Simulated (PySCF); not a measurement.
F₆Te. Atoms are numbered in the order given.

```xyz
7

F      0.0000    -1.8854     0.0000
Te     0.0000     0.0000     0.0000
F      0.0000     0.0000    -1.8854
F      1.8854     0.0000     0.0000
F     -1.8854     0.0000     0.0000
F      0.0000     1.8854     0.0000
F      0.0000     0.0000     1.8854
```
Charge 0, spin multiplicity 1.

Coordinates come from a r2SCAN-D4/def2-SVP optimisation. The def2 effective core potentials stand for the cores of Te; spin–orbit coupling is left out.

All values below come from TDA-LC-ωPBE/def2-SVPD (PySCF 2.14.0).

Vertical excitations; the highest root listed may be one member of a degenerate set. Gas-phase values at a fixed geometry. State labels are in the subgroup D2h.

Computed lowest excited states:
| state | symmetry | energy (eV) | λ (nm) | f | main pairs |
|---|---|---|---|---|---|
| S1 | B3g | 6.35 | 195 | 0.000 | HOMO→LUMO (degenerate set) |
| S2 | B1g | 6.35 | 195 | 0.000 | HOMO−2→LUMO (degenerate set) |
| S3 | B2g | 6.35 | 195 | 0.000 | HOMO−1→LUMO (degenerate set) |
| S4 | B3u | 6.92 | 179 | 0.000 | HOMO−3→LUMO (degenerate set) |
| S5 | B1u | 6.92 | 179 | 0.000 | HOMO−5→LUMO (degenerate set) |
| S6 | B2u | 6.92 | 179 | 0.000 | HOMO−4→LUMO (degenerate set) |
| S7 | B3u | 7.36 | 168 | 0.088 | HOMO−6→LUMO (degenerate set) |
| S8 | B1u | 7.36 | 168 | 0.088 | HOMO−8→LUMO (degenerate set) |
| S9 | B2u | 7.36 | 168 | 0.088 | HOMO−7→LUMO (degenerate set) |
| S10 | B3g | 7.96 | 156 | 0.000 | HOMO−11→LUMO 94 % |
| T1 | B2g | 5.83 | 213 | 0 | HOMO−1→LUMO (degenerate set) |
| T2 | B3g | 5.83 | 213 | 0 | HOMO→LUMO (degenerate set) |
| T3 | B1g | 5.83 | 213 | 0 | HOMO−2→LUMO (degenerate set) |
| T4 | B1u | 6.39 | 194 | 0 | HOMO−8→LUMO 93 % |
Triplets are in the Tamm–Dancoff approximation.
